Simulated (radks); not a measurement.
The mean radii <r> (bohr) of the occupied orbitals of an atom or ion are listed with their occupations. Calculated with a radial shooting solver on a logarithmic mesh with Libxc functionals: scalar-relativistic Kohn-Sham, SCAN, spin-unpolarised, spherical densities, finite nucleus; meta-GGA in the generalised Kohn-Sham scheme; Fermi nuclear charge, rms radius of each element as measured or else 0.836 A^(1/3) + 0.57 fm.

| orbital | occ. | <r> |
|---|---|---|
| 1s | 2 | 0.05214 |
| 2s | 2 | 0.2348 |
| 2p | 6 | 0.2064 |
| 3s | 2 | 0.7111 |
| 3p | 6 | 0.7490 |
| 3d | 10 | 1.042 |
| 4s | 1 | 2.923 |

Name the element and its charge.

Answer. Z = 29, copper, charge 0: Cu in [Ar] 3d10 4s1. The 1s radius gives Z: for a bare nucleus <r> = (2 gamma + 1)/(2Z) with gamma = sqrt(1 - (Z/c)^2), 0.05094 bohr for Z = 29, and screening makes it slightly larger (0.05214 here). The occupations add up to 29, and the charge is Z minus that.
